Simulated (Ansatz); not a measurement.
Program: Ansatz. Geometries: PBE0-D4/def2-TZVP. ΔE: electronic, gas phase. CCSD(T)/CBS is the MP2 limit (def2-TZVPP, def2-QZVPP) plus CCSD(T) − MP2 in def2-TZVPP, frozen cores. DFT in def2-TZVPP. def2 core potentials past Kr. For Ge, In outer-core shells are correlated without core-valence functions, which leaves a few kJ/mol of doubt a bond. Scalar relativity is left out up to krypton. One conformer a species, not always the lowest.

`[Cl][In]([Cl])[GeH3]` + dimethylamine → `C[N](C)[In]([Cl])[Cl]` + GeH₄  (cleavage of the In–Ge bond)

`[Cl][In]([Cl])[GeH3]`:

```xyz
7

Cl   -2.958    1.151   -0.711
In   -0.661    1.077   -0.344
Cl    0.290    3.180   -0.643
Ge    0.649   -1.048    0.323
H     2.148   -0.801    0.118
H     0.173   -2.218   -0.545
H     0.359   -1.342    1.801
```

`CNC`:

Cartesian coordinates in Å:
```
C -0.385 -0.310 1.103
N 0.637 0.216 0.228
C 0.285 0.112 -1.169
H -0.098 -0.157 2.145
H -0.483 -1.388 0.942
H -1.382 0.138 0.948
H 0.827 1.181 0.463
H 0.223 -0.943 -1.452
H 1.060 0.573 -1.785
H -0.683 0.578 -1.424
```

`C[N](C)[In]([Cl])[Cl]`:

Z-matrix (Å, degrees):
```
C
N 1 1.441
H 1 1.100 2 111.4
H 1 1.092 2 111.2 3 -120.1
H 1 1.100 2 111.3 3 119.8
C 2 1.441 1 114.2 3 -59.9
In 2 1.984 1 122.9 3 119.7
H 6 1.100 2 111.4 1 59.9
H 6 1.092 2 111.2 1 -180.0
H 6 1.100 2 111.3 1 -59.9
Cl 7 2.308 2 120.4 1 0.3
Cl 7 2.308 2 120.4 1 -179.9
```

GeH₄:

```xyz
5

Ge    0.000    0.000    0.000
H    -1.230    0.200    0.895
H    -0.029   -1.411   -0.600
H     1.274    0.174    0.836
H    -0.015    1.037   -1.131
```

```tsv
level	ΔE (kJ/mol)
LDA (SPW92)	63.8
r2SCAN0-D4	69.2
CAM-B3LYP-D4	60.6
ωB97X-V	58.9
r2SCAN	66.3
r2SCAN0	71.1
SCS-MP2/def2-TZVPP	51.4
CCSD/def2-TZVPP	57.1
```

Task: What does CCSD(T)/CBS give? (Estimate.)

Result: Computed: +54.6 kJ/mol. The listed levels differ from it by 9.2, 14.6, 6.0, 4.3, 11.7, 16.5, -3.2, 2.5 kJ/mol.

Largest T1 diagnostic among the species: 0.014.

In def2-TZVPP, CCSD(T) changes the Hartree–Fock value by −17.8 kJ/mol (the triples alone add −4.5 kJ/mol) and MP2 by −19.2 kJ/mol. The D4 term adds −7.8 kJ/mol with B3LYP and −4.5 kJ/mol with PBE0; it sums over pairs of atoms, weighted by their polarisabilities, and B3LYP, whose exchange is more repulsive, gets the larger term.

B3LYP here is the variant with VWN-RPA as its local correlation; programs differ in this.
